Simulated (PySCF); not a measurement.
Species: trichloro(4-vinylphenyl)silane, C₈H₇Cl₃Si.
Atom-mapped SMILES: `[CH2:1]=[CH:2][c:3]1[cH:4][cH:5][c:6]([Si:7]([Cl:8])([Cl:9])[Cl:10])[cH:11][cH:12]1`

Structure used (PBE0-D3(BJ)/def2-SVP), in Å, numbered top down from 1:
```
atom  x, y, z in Å
C1     3.584   -0.005   -0.721
C2     2.706   -0.045    0.289
C3     1.244   -0.088    0.184
C4     0.570   -0.236   -1.040
C5    -0.817   -0.258   -1.092
C6    -1.581   -0.137    0.079
Si7   -3.427   -0.194    0.031
Cl8   -4.205    1.086    1.434
Cl9   -4.109    0.351   -1.825
Cl10  -4.145   -2.074    0.442
C11   -0.914    0.012    1.303
C12    0.474    0.029    1.352
H13    3.277    0.002   -1.770
H14    4.658    0.028   -0.525
H15    3.092   -0.033    1.314
H16    1.138   -0.338   -1.967
H17   -1.315   -0.364   -2.059
H18   -1.484    0.124    2.229
H19    0.980    0.146    2.314
```

Probes without a nucleus sit at each ring's centroid and 1 Å off its mean plane on both sides; NICS is minus the shielding there, NICSzz its component along the normal. Level: GIAO PBE0/pcSseg-1 (PySCF, non-relativistic, gas phase) on the PBE0-D3(BJ)/def2-SVP geometry, one conformer.

Ring bond lengths (Å), with Mayer bond orders in brackets: C3–C4 1.405 (1.36), C4–C5 1.388 (1.49), C5–C6 1.404 (1.38), C6–C11 1.401 (1.40), C11–C12 1.389 (1.47), C12–C3 1.404 (1.36).

What do the NICS probes read (ppm)?

```tsv
ring	type	NICS(0)	NICS(1), two faces	NICS(1)zz, two faces	rms pucker (Å)	centre to ring atoms, mean (Å)
C3–C4–C5–C6–C11–C12	6-membered carbocycle; formal bonds all aromatic	-7.7	-10.6 / -10.9	-25.2 / -25.4	0.00	1.40
```

What do they say, and how far can they be read as aromaticity?

- C3–C4–C5–C6–C11–C12: mean NICS(1)zz -25.3 ppm, shielded. For a flat ring without four-coordinate atoms the NICS criterion counts such a value as aromatic.

What does the geometric index give? HOMA = 1 − mean of α(R − Ropt)² over the ring bonds, with Krygowski's 1993 parameters (CC: Ropt 1.388 Å, α 257.7 Å⁻²).

- C3–C4–C5–C6–C11–C12: HOMA 0.96 = 1 − EN − GEO, with mean bond length 1.398 Å, EN = α(Ropt − mean)² = 0.028 and GEO = α × variance = 0.013. The geometric and the magnetic index point the same way.

What is the mean of the two in-plane components of NICS at the first NICS(1) probe listed for ring C3–C4–C5–C6–C11–C12, 1 Å off the ring?

The isotropic value is a third of the trace: (3 × -10.6 − (-25.2))/2 = -3.3 ppm.

Give the inner angles of the rings and the Hirshfeld charges of the ring atoms.

- C3–C4–C5–C6–C11–C12: C3 118.1° (+0.011 e), C4 120.9° (-0.040 e), C5 120.8° (-0.040 e), C6 118.6° (-0.114 e), C11 120.5° (-0.040 e), C12 121.2° (-0.041 e); sum 720.0° against 720° for a flat convex ring.

How do the values depend on the level or the medium?

| level | NICS(0), C3–C4–C5–C6–C11–C12 | mean NICS(1)zz, C3–C4–C5–C6–C11–C12 |
| --- | --- | --- |
| PBE0/pcSseg-1, gas | -7.7 | -25.3 |
| PBE0/pcSseg-2, gas | -7.4 | -25.2 |

The geometry is the same throughout.

Time: 74 s; peak memory 1.7 GiB. Hardware: one thread, Arm Neoverse V1 (aarch64), on a shared host. This is the whole shielding run at PBE0/pcSseg-1, SCF included.
